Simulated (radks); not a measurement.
Results of a calculation; reference values are marked as such.
V III, configuration [Ar] 3d3. Level of theory: non-relativistic Kohn-Sham, r2SCAN, spin-polarised, spherical densities, point nucleus; open shells are filled with parallel spins first; meta-GGA in the generalised Kohn-Sham scheme (a radial shooting solver on a logarithmic mesh with Libxc functionals).

Local quantities along the radius. ELF = 1/(1 + alpha^2) is the electron localisation function; alpha = (tau - tau_W)/tau_unif compares the Pauli kinetic energy density with that of the uniform gas (summed over spins); r v_xc is r times the local exchange-correlation potential of spin up (hartree bohr, multiplicative part alone); -r V(r) is the screened charge that the Kohn-Sham potential of spin up presents (atomic units).

r (bohr),ELF,alpha,r v_xc,-r V(r)
0.002461,1.000,0.01370,-0.08711,22.85
0.003154,1.000,0.01430,-0.1021,22.80
0.004042,1.000,0.01511,-0.1208,22.73
0.005138,1.000,0.01617,-0.1432,22.65
0.006584,1.000,0.01768,-0.1716,22.54
0.008437,1.000,0.01985,-0.2062,22.40
0.01073,0.999,0.02289,-0.2462,22.23
0.01374,0.999,0.02765,-0.2947,22.00
0.01761,0.999,0.03526,-0.3503,21.71
0.02239,0.998,0.04761,-0.4100,21.36
0.02869,0.995,0.07072,-0.4763,20.92
0.03677,0.987,0.1168,-0.5456,20.39
0.04674,0.957,0.2129,-0.6167,19.77
0.0599,0.836,0.4422,-0.6725,19.01
0.07676,0.530,0.9419,-0.5607,17.96
0.09758,0.290,1.564,-0.5686,16.93
0.125,0.312,1.484,-0.6805,15.80
0.1602,0.570,0.8689,-0.8750,14.61
0.2037,0.783,0.5259,-0.9865,13.28
0.261,0.840,0.4361,-1.045,11.84
0.3345,0.709,0.6407,-0.9979,10.37
0.4252,0.251,1.727,-0.7411,8.789
0.5449,0.161,2.282,-0.6462,7.298
0.6983,0.590,0.8331,-1.145,6.366
0.8877,0.808,0.4879,-1.245,5.200
1.138,0.788,0.5194,-1.239,4.214
1.458,0.604,0.8102,-1.061,3.462
1.853,0.287,1.575,-0.7392,2.881
2.375,0.082,3.346,-0.5269,2.566
3.043,0.020,7.021,-0.3896,2.398
3.869,0.003,17.01,-0.2536,2.255
4.957,0.000,62.02,-0.1247,2.125

On this mesh the ELF has minima near r = 0.11, 0.48 bohr, which separate the shells, and maxima near 0.26 (0.84), 1.0 (0.82).
